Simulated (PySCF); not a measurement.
Compound: VSeF3 (singlet state).
Geometry (PBE0-D3(BJ)/def2-SVP, Å), atoms numbered from 1 in this order:
```
atom  x, y, z in Å
V1     0.0152   -0.0210   -0.1074
Se2   -0.0044   -0.0430    2.0119
F3     1.6248   -0.0500   -0.6410
F4    -0.7502    1.3914   -0.6499
F5    -0.8106   -1.3880   -0.6757
```

Method: PBE0-D3(BJ)/def2-SVP geometry optimisation, gas phase in PySCF 2.14.0.

(1) Which atoms are bound to V1, and at what distances?

(2) List the angles at V1.

(3) What is the shape at V1?

(4) What are the rotational constants (commonest isotopes, rigid rotor)?

Results:

(1) 4 atoms: F5 1.695 Å, F4 1.696 Å, F3 1.696 Å, Se2 2.120 Å.

(2) 
```tsv
angle	degrees	distance of the outer atoms (Å)
F4–V1–F5	110.2	2.78
F3–V1–F5	110.1	2.78
F3–V1–F4	110.0	2.78
Se2–V1–F4	108.9	3.11
Se2–V1–F3	108.9	3.11
Se2–V1–F5	108.8	3.11
```

(3) Tetrahedral: angles from 108.8° to 110.2°; τ4 = (360° − α − β)/141° = 0.99 with α and β the two widest (0 for a square, 1 for a tetrahedron).

(4) A = 3444, B = 1453, C = 1452 MHz: a prolate symmetric top.

Point group: C3v (every atom within 0.08 Å of its image). Charge 0, singlet. No PBE0-D3(BJ)/def2-SVP frequencies stand behind this structure, so it isn't proved a minimum.
